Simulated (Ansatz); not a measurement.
C2H5FN2Si, SMILES N[Si@@H]1C=N[C@@H]1F.

Geometry: PBE0-D3(BJ)/def2-SVP. The structure was generated by enumeration; whether it is a known compound was not checked. One conformer was computed; it need not be the lowest.

Two levels are set side by side: PBE/def2-TZVPD (Ansatz, an electronic-structure program) and PBE0/def2-TZVPD (Ansatz). Energy differences of separate SCF runs at the same geometry; the states with an electron removed or added have multiplicity 2 and 2. Differences are taken from unrounded values.

```csv
quantity,PBE0
vertical ionisation energy (eV),9.10
vertical singlet–triplet gap (eV),3.22
```

Task: What does PBE give, and how far is it from PBE0? (The exact figures need the calculation; the answer reports its results.)

Result: 
```csv
quantity,PBE,PBE minus PBE0
vertical ionisation energy (eV),8.80,-0.30
vertical singlet–triplet gap (eV),3.16,-0.07
```
